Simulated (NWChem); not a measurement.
System: C2H4Si; SMILES C#C[SiH3]

Input file for NWChem:

```
start job
memory heap 200 mb stack 900 mb global 1100 mb
geometry units angstroms noautosym nocenter noautoz
  Si     0.000000     0.000000    -1.054181
  C      0.000000     0.000000     0.780143
  C      0.000000     0.000000     1.996835
  H     -1.146351    -0.813918    -1.552392
  H     -0.131698     1.399729    -1.552392
  H      1.278050    -0.585810    -1.552392
  H      0.000000     0.000000     3.072720
end
basis spherical
  * library 6-31+g*
end
dft
  xc hfexch
  iterations 150
end
property
  response 1 0.0
end
task dft property
```

Parts of the log:

```
             Northwest Computational Chemistry Package (NWChem) 7.3.0
             --------------------------------------------------------

                             Geometry "geometry" -> ""
                             -------------------------

 Output coordinates in angstroms (scale by  1.889725989 to convert to a.u.)

  No.       Tag          Charge          X              Y              Z
 ---- ---------------- ---------- -------------- -------------- --------------
    1 Si                  14.0000     0.00000000     0.00000000    -1.05418100
    2 C                    6.0000     0.00000000     0.00000000     0.78014300
    3 C                    6.0000     0.00000000     0.00000000     1.99683500
    4 H                    1.0000    -1.14635100    -0.81391800    -1.55239200
    5 H                    1.0000    -0.13169800     1.39972900    -1.55239200
    6 H                    1.0000     1.27805000    -0.58581000    -1.55239200
    7 H                    1.0000     0.00000000     0.00000000     3.07272000

 Effective nuclear repulsion energy (a.u.)      82.4643342014

  xc_inp: hfexch multiplicative factor not found.
                              NWChem Property Module
                              ----------------------

                                 NWChem DFT Module
                                 -----------------

 Summary of "ao basis" -> "ao basis" (spherical)
 ------------------------------------------------------------------------------
       Tag                 Description            Shells   Functions and Types
 ---------------- ------------------------------  ------  ---------------------
 Si                         6-31+g*                 10       22   5s4p1d
 C                          6-31+g*                  8       18   4s3p1d
 H                          6-31+g*                  2        2   2s

            General Information
            -------------------
          SCF calculation type: DFT
          Wavefunction type:  closed shell.
          No. of atoms     :     7
          No. of electrons :    30
           Alpha electrons :    15
            Beta electrons :    15
          Charge           :     0
          Spin multiplicity:     1
          Use of symmetry is: off; symmetry adaption is: off
          Maximum number of iterations: 150
          AO basis - number of functions:    66
                     number of shells:    34
          Convergence on energy requested:  1.00D-06
          Convergence on density requested:  1.00D-05
          Convergence on gradient requested:  5.00D-04

              XC Information
              --------------
                     Hartree-Fock (Exact) Exchange  1.000

      Superposition of Atomic Density Guess
      -------------------------------------

 Sum of atomic energies:        -366.13769164

      Non-variational initial energy
      ------------------------------

 Total energy =    -367.323463
 1-e energy   =    -666.435148
 2-e energy   =     216.647351
 HOMO         =      -0.349771
 LUMO         =       0.016406

   convergence    iter        energy       DeltaE   RMS-Dens  Diis-err
 ---------------- ----- ----------------- --------- --------- ---------
 d= 0,ls=0.0,diis     1   -366.8739787100 -4.49D+02  2.30D-02  2.00D-01
 d= 0,ls=0.0,diis     2   -366.9133706962 -3.94D-02  5.78D-03  2.03D-02
 d= 0,ls=0.0,diis     3   -366.9170191914 -3.65D-03  3.42D-03  4.14D-03
 d= 0,ls=0.0,diis     4   -366.9176775953 -6.58D-04  4.17D-04  4.53D-04
 d= 0,ls=0.0,diis     5   -366.9177438215 -6.62D-05  2.52D-04  1.11D-05
  Resetting Diis
 d= 0,ls=0.0,diis     6   -366.9177467511 -2.93D-06  5.19D-05  4.42D-07
 d= 0,ls=0.0,diis     7   -366.9177469103 -1.59D-07  1.04D-05  3.14D-08
 d= 0,ls=0.0,diis     8   -366.9177469177 -7.41D-09  2.14D-06  6.28D-09

         Total DFT energy =     -366.917746917750
      One electron energy =     -668.658933464949
           Coulomb energy =      251.353268805068
    Exchange-Corr. energy =      -32.076416459308
 Nuclear repulsion energy =       82.464334201439

 Numeric. integr. density =        0.000000000000

                       DFT Final Molecular Orbital Analysis
                       ------------------------------------

 Vector   13  Occ=2.000000D+00  E=-5.000220D-01
              MO Center=  3.1D-01,  3.1D-01, -1.2D+00, r^2= 2.5D+00
   Bfn.  Coefficient  Atom+Function         Bfn.  Coefficient  Atom+Function
  ----- ------------  ---------------      ----- ------------  ---------------
     8      0.344820  1 Si py                62      0.288218  5 H  s
    64     -0.261407  6 H  s                 61      0.229843  5 H  s
    63     -0.208463  6 H  s                  7     -0.203485  1 Si px
     4     -0.140255  1 Si py                26      0.105065  2 C  py
     3      0.082767  1 Si px                44      0.078239  3 C  py

[...]

 DFT Linear Response polarizability / au
 Frequency  =       0.0000000 / au
              X              Y              Z
 -----------------------------------------------
 X      32.4485601     -0.0000040     -0.0000058
 Y      -0.0000040     32.4485631     -0.0000054
 Z      -0.0000058     -0.0000054     59.6590454
 -----------------------------------------------
 Eigenvalues =      32.4485573     32.4485659     59.6590454
 Isotropic   =      41.5187229
 Anisotropic =      27.2104838
 -----------------------------------------------

 Magnetic Dipole Response Matrix (nonzero elements):

 Exiting AOResponse driver routine
```

Level: Hartree-Fock/6-31+G* (spherical d). Coordinates come from a PBE0/def2-SVP optimisation.
